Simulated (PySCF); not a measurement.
Cl$_{2}$GeHO, Ge$_{2}$H$_{4}$NO, Ge$_{2}$H$_{5}$O$_{2}$, ClGeH$_{2}$O and others (calculated)

Computed with PySCF 2.14.0. Calculation on a computer-drawn molecule: the log of a Hartree-Fock and frozen-core CCSD(T) single point meant for a local Hartree-Fock minimum, with one planted fault or none, to be diagnosed. Offsets are logged minus clean, where the clean run is the same molecule without the fault. The reference is restricted for singlets and unrestricted otherwise, and also for a bond in bohr or an excited solution. Adding or removing an electron swaps singlet and doublet. The excited solution moves the top pair (singlet) or top alpha electron (doublet) to the lowest empty orbital. Highest occupied and lowest empty are orbital energies over both spins, largest force is the largest gradient component, triples share is (T) over the correlation energy, the T1 limit is 0.02 restricted and 0.045 unrestricted, electrons count all cores, a negative frequency is imaginary (commonest isotopes), and the dipole is about the centre of nuclear charge; on germanium a core potential holds 10 electrons, which the energies leave out, and 3d is frozen in MP2 and coupled-cluster steps.

Common to all runs: meant multiplicity 1; logged SCF converged yes; possible faults no fault, one electron removed, one electron added, multiplicity raised by two, geometry at a saddle point, SCF held on an excited solution, minimal basis STO-3G, one bond length entered in bohr, all coordinates scaled.

(1) Cl$_{2}$GeHO

Logged structure:
```xyz
5
Cl2GeHO
O     -1.5143     0.3578    -0.8850
Ge    -0.6041    -0.3910     0.3226
Cl     0.8036     1.9216     3.0578
Cl    -0.2713    -2.4089     0.3291
H     -1.8962    -0.1498    -1.5996
```

- meant charge: 1
- meant basis: cc-pV(D+d)Z
- meant basis and core potential on germanium: cc-pVDZ-PP ECP10MDF
- logged electrons: 74
- logged basis functions: 88
- logged spin squared: 1.0193
- logged highest occupied: -16.599 eV
- logged lowest empty: -7.3663 eV
- logged largest force: 0.016645 hartree/bohr
- logged T1 diagnostic: 0.018138
- logged D1 diagnostic: 0.066163
- logged triples share: 0.024827
- logged CC converged: yes
- logged dipole magnitude: 3.7122 debye
- logged SCF stable within its kind: yes
- logged energy HF: -1287.5384 hartree
- logged energy CCSD(T): -1288.08929 hartree
- planted fault: one bond length entered in bohr, row 2 of the drawn bonds
- HF energy offset from clean run: 56.89 kcal/mol
- CCSD(T) energy offset from clean run: 78.26 kcal/mol

Drawn bonds:
```tsv
atom	other atom	order
1	2	1
2	3	1
2	4	1
1	5	1
```

(2) Ge$_{2}$H$_{4}$NO

Logged structure:
```xyz
8
Ge2H4NO
O      2.5115    -1.1942    -3.5193
Ge     2.3950    -0.3047    -2.0599
N      1.3209    -0.7265    -0.8366
Ge    -0.5928    -1.2602     1.6533
H      1.9542    -1.9527    -3.6540
H      3.3550     0.8458    -2.0555
H     -1.9660    -0.6325     1.6956
H     -0.1361    -2.1643     2.7738
```

* meant charge: 1
* meant basis: cc-pVDZ
* meant basis and core potential on germanium: cc-pVDZ-PP ECP10MDF
* logged electrons: 82
* logged basis functions: 94
* logged spin squared: 1.0925
* logged highest occupied: -12.616 eV
* logged lowest empty: -5.9921 eV
* logged largest force: 0.03039 hartree/bohr
* logged T1 diagnostic: 0.026653
* logged D1 diagnostic: 0.11714
* logged triples share: 0.028404
* logged CC converged: yes
* logged dipole magnitude: 8.7463 debye
* logged SCF stable within its kind: yes
* logged energy HF: -717.99671 hartree
* logged energy CCSD(T): -718.5246 hartree
* planted fault: one bond length entered in bohr, row 3 of the drawn bonds
* HF energy offset from clean run: 84.3 kcal/mol
* CCSD(T) energy offset from clean run: 107.5 kcal/mol

Drawn bonds:
```tsv
atom	other atom	order
1	2	1
2	3	1
3	4	2
1	5	1
2	6	1
4	7	1
4	8	1
```

(3) Ge$_{2}$H$_{5}$O$_{2}$

Logged structure:
```xyz
9
Ge2H5O2
O      1.8904    -1.4878     0.6985
Ge     1.7170     0.0922     0.1031
O      0.2753     0.8815     0.3217
Ge    -0.9475     2.3019     0.1929
H      1.1679    -1.9138     1.1520
H      2.9275     0.6420    -0.5880
H     -1.2351     2.6139     1.6450
H     -0.1719     3.3735    -0.5503
H     -2.0845     1.6801    -0.5877
```

- meant charge: 1
- meant basis: cc-pVDZ
- meant basis and core potential on germanium: cc-pVDZ-PP ECP10MDF
- logged electrons: 84
- logged basis functions: 99
- logged spin squared: 0
- logged highest occupied: -17.16 eV
- logged lowest empty: -3.7136 eV
- logged largest force: 4.409e-06 hartree/bohr
- logged lowest frequency: 31.435 cm⁻¹
- logged T1 diagnostic: 0.018154
- logged D1 diagnostic: 0.069457
- logged triples share: 0.025117
- logged CC converged: yes
- logged dipole magnitude: 1.8917 debye
- logged SCF stable within its kind: yes
- logged energy HF: -739.17872 hartree
- logged energy CCSD(T): -739.77666 hartree
- planted fault: no fault
- HF energy offset from clean run: 0 kcal/mol
- CCSD(T) energy offset from clean run: 0 kcal/mol

Drawn bonds:
```tsv
atom	other atom	order
1	2	1
2	3	1
3	4	1
1	5	1
2	6	1
4	7	1
4	8	1
4	9	1
```

(4) Ge$_{2}$H$_{5}$O$_{2}$

Structure as in entry 3.

- meant charge: 1
- meant basis: cc-pVDZ
- meant basis and core potential on germanium: cc-pVDZ-PP ECP10MDF
- logged electrons: 84
- logged basis functions: 99
- logged spin squared: 0
- logged highest occupied: -8.4033 eV
- logged lowest empty: -12.848 eV
- logged largest force: 0.21437 hartree/bohr
- logged CC converged: no
- logged dipole magnitude: 8.2511 debye
- logged SCF stable within its kind: no
- logged energy HF: -738.47421 hartree
- planted fault: SCF held on an excited solution
- HF energy offset from clean run: 442.1 kcal/mol

Drawn bonds:
```tsv
atom	other atom	order
1	2	1
2	3	1
3	4	1
1	5	1
2	6	1
4	7	1
4	8	1
4	9	1
```

Notes: CCSD not converged.

(5) ClGeH$_{2}$O

Logged structure:
```xyz
5
ClGeH2O
O     -1.3632    -1.8339     0.5325
Ge    -1.4935     0.0134     0.5983
Cl    -3.8914     0.1673     0.0794
H     -1.7294    -2.1918    -0.2588
H     -1.1280     0.2777    -0.9526
```

- meant charge: -1
- meant basis: aug-cc-pV(D+d)Z
- meant basis and core potential on germanium: aug-cc-pVDZ-PP ECP10MDF
- logged electrons: 59
- logged basis functions: 105
- logged spin squared: 0.7729
- logged highest occupied: -11.423 eV
- logged lowest empty: -1.7361 eV
- logged largest force: 0.053074 hartree/bohr
- logged T1 diagnostic: 0.021547
- logged D1 diagnostic: 0.091417
- logged triples share: 0.033147
- logged CC converged: yes
- logged dipole magnitude: 3.7629 debye
- logged SCF stable within its kind: yes
- logged energy HF: -828.92735 hartree
- logged energy CCSD(T): -829.41294 hartree
- planted fault: one electron removed
- HF energy offset from clean run: 60.48 kcal/mol
- CCSD(T) energy offset from clean run: 75.35 kcal/mol

Drawn bonds:
```tsv
atom	other atom	order
1	2	1
2	3	1
1	4	1
2	5	1
```

(6) AlClGeH$_{3}$O

Logged structure:
```xyz
7
AlClGeH3O
O      0.2749     1.2380     1.3216
Ge    -2.5595     1.7787    -0.3528
Al    -1.1794     2.7634    -2.2646
Cl     0.0337     3.5213    -3.7085
H      0.2392     0.8400     2.1845
H     -3.4376     2.8680     0.2289
H     -3.2504     0.5232    -0.8453
```

- meant charge: 1
- meant basis: cc-pV(D+d)Z
- meant basis and core potential on germanium: cc-pVDZ-PP ECP10MDF
- logged electrons: 72
- logged basis functions: 98
- logged spin squared: 1.0007
- logged highest occupied: -13.93 eV
- logged lowest empty: -4.8808 eV
- logged largest force: 0.010804 hartree/bohr
- logged T1 diagnostic: 0.014977
- logged D1 diagnostic: 0.052184
- logged triples share: 0.021972
- logged CC converged: yes
- logged dipole magnitude: 1.4975 debye
- logged SCF stable within its kind: yes
- logged energy HF: -1071.15897 hartree
- logged energy CCSD(T): -1071.62592 hartree
- planted fault: one bond length entered in bohr, row 1 of the drawn bonds
- HF energy offset from clean run: 54.36 kcal/mol
- CCSD(T) energy offset from clean run: 81.38 kcal/mol

Drawn bonds:
```tsv
atom	other atom	order
1	2	1
2	3	1
3	4	1
1	5	1
2	6	1
2	7	1
```

(7) BGe$_{2}$H$_{7}$O

Logged structure:
```xyz
11
BGe2H7O
O      0.3106    -1.8242     1.0118
Ge    -0.5534    -0.2647     0.8280
B     -2.2267    -0.4620    -0.3992
Ge    -2.6269    -2.2237    -1.4496
H      0.7372    -2.1440     0.2304
H     -0.9153     0.1126     2.2645
H      0.4195     0.7763     0.2453
H     -2.9860     0.4632    -0.4755
H     -3.6023    -2.0263    -2.6171
H     -1.3371    -2.8415    -2.0103
H     -3.2431    -3.2344    -0.4715
```

- meant charge: 0
- meant basis: cc-pVDZ
- meant basis and core potential on germanium: cc-pVDZ-PP ECP10MDF
- logged electrons: 84
- logged basis functions: 109
- logged spin squared: 2.0211
- logged highest occupied: -7.7766 eV
- logged lowest empty: -1.8808 eV
- logged largest force: 0.03031 hartree/bohr
- logged T1 diagnostic: 0.018754
- logged D1 diagnostic: 0.097387
- logged triples share: 0.026226
- logged CC converged: yes
- logged dipole magnitude: 1.3406 debye
- logged SCF stable within its kind: yes
- logged energy HF: -690.25377 hartree
- logged energy CCSD(T): -690.79084 hartree
- planted fault: multiplicity raised by two
- HF energy offset from clean run: 62.47 kcal/mol
- CCSD(T) energy offset from clean run: 62.79 kcal/mol

Drawn bonds:
```tsv
atom	other atom	order
1	2	1
2	3	1
3	4	1
1	5	1
2	6	1
2	7	1
3	8	1
4	9	1
4	10	1
4	11	1
```

(8) CH$_{8}$Ge$_{2}$O

Logged structure:
```xyz
12
CH8Ge2O
O     -1.1078    -0.6999     0.1638
Ge    -1.0216    -1.0128    -1.5902
C      0.8376    -1.2981    -2.1319
Ge     2.0445     0.2439    -1.9469
H     -0.7679     0.1359     0.4476
H     -1.8611    -2.2725    -1.7844
H     -2.1691     1.2347    -3.0230
H      0.8466    -1.6137    -3.1800
H      1.2360    -2.1266    -1.5398
H      3.4898    -0.1665    -2.2493
H      1.6286     1.3545    -2.9200
H      1.9798     0.8031    -0.5186
```

* meant charge: 0
* meant basis: cc-pVDZ
* meant basis and core potential on germanium: cc-pVDZ-PP ECP10MDF
* logged electrons: 86
* logged basis functions: 114
* logged spin squared: 0.8402
* logged highest occupied: -8.755 eV
* logged lowest empty: 1.6744 eV
* logged largest force: 0.0076808 hartree/bohr
* logged T1 diagnostic: 0.037791
* logged D1 diagnostic: 0.20598
* logged triples share: 0.030435
* logged CC converged: yes
* logged dipole magnitude: 1.6414 debye
* logged SCF stable within its kind: yes
* logged energy HF: -704.0492 hartree
* logged energy CCSD(T): -704.64566 hartree
* planted fault: one bond length entered in bohr, row 6 of the drawn bonds
* HF energy offset from clean run: 65.74 kcal/mol
* CCSD(T) energy offset from clean run: 72.08 kcal/mol

Drawn bonds:
```tsv
atom	other atom	order
1	2	1
2	3	1
3	4	1
1	5	1
2	6	1
2	7	1
3	8	1
3	9	1
4	10	1
4	11	1
4	12	1
```
